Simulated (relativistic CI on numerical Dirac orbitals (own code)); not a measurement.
## Cd²⁹⁺: sensitivity of the levels to the model

Base calculation: Dirac-Coulomb-Breit CI, separate exchange-only KLI orbitals for each configuration, model QED (radiative potential, 1s self-energy scaled to tabulated hydrogen-like ionisation energies), unscaled Slater integrals.

Configuration list (outside the closed core [Ne]): 3s2.3p6.3d, 3s2.3p5.3d2, 3s.3p6.3d2, 3s2.3p6.4s, 3s2.3p6.4p, 3s2.3p6.4d, 3s2.3p5.3d.4s, 3s2.3p6.4f, 3s2.3p5.3d.4p, 3p6.3d3, 3p5.3d4, 3p5.3d3.4s. Double excitations out of closed p, d and f shells are left out; levels of such configurations are missing from the list, as are those of other unlisted configurations, and high levels can miss mixing partners. These lack a partner that the ground configuration has and come out too high: 3s2.3p5.3d.4p.

Variants: (1) Breit term removed. Shifts of the energy above 3s2.3p6.3d 2D_3/2, in cm⁻¹, for the lowest level and the first level of each name with at least 55 % of one term (blank where a level changes its place among those of its configuration and J or its character, or is not in the variant):

| Level | Base | Δ(1) |
| --- | --- | --- |
| 3s2.3p6.3d 2D_3/2 | 0 | 0 |
| 3s2.3p6.3d 2D_5/2 | 74760 | +3055 |
| 3s2.3p5.3d2 4D°_1/2 | 1109555 | +3813 |
| 3s2.3p5.3d2 4D°_3/2 | 1120374 | +3539 |
| 3s2.3p5.3d2 4D°_7/2 | 1207692 | +7711 |
| 3s2.3p5.3d2 4G°_9/2 | 1210702 | +7803 |
| 3s2.3p5.3d2 4G°_11/2 | 1237545 | +10415 |
| 3s2.3p5.3d2 4F°_9/2 | 1304168 | +9581 |
| 3s2.3p5.3d2 2H°_11/2 | 1323556 | +10273 |
| 3s2.3p5.3d2 2P°_1/2 | 1371885 | +8397 |
| 3s2.3p5.3d2 2G°_9/2 | 1382899 | +8901 |
| 3s.3p6.3d2 4F_3/2 | 2430863 | +3090 |
| 3s.3p6.3d2 4F_5/2 | 2454791 | +4325 |
| 3s.3p6.3d2 4F_7/2 | 2497132 | +6800 |
| 3s.3p6.3d2 4P_1/2 | 2532988 | +3144 |
| 3s.3p6.3d2 4F_9/2 | 2536832 | +9194 |
| 3s.3p6.3d2 4P_5/2 | 2554127 | +5522 |
| 3s.3p6.3d2 4P_3/2 | 2559211 | +4746 |
| 3s.3p6.3d2 2F_5/2 | 2606509 | +5881 |
| 3s.3p6.3d2 2D_3/2 | 2614508 | +5913 |
| 3s.3p6.3d2 2G_7/2 | 2629471 | +7011 |
| 3s.3p6.3d2 2G_9/2 | 2650386 | +8645 |

At this charge energies of transitions that change n are usually good to better than 1 %, and those within a shell (Δn = 0) to a few per cent.

Ionisation energy from the two ground configurations alone: base 1634.7 eV; Breit term removed 1635.37 eV. The NIST ASD value (theoretical) is 1635 eV.

LS names give the leading component of a level, which can be under half, so a name can repeat, a term be missing and a line seem to break the LS rules.
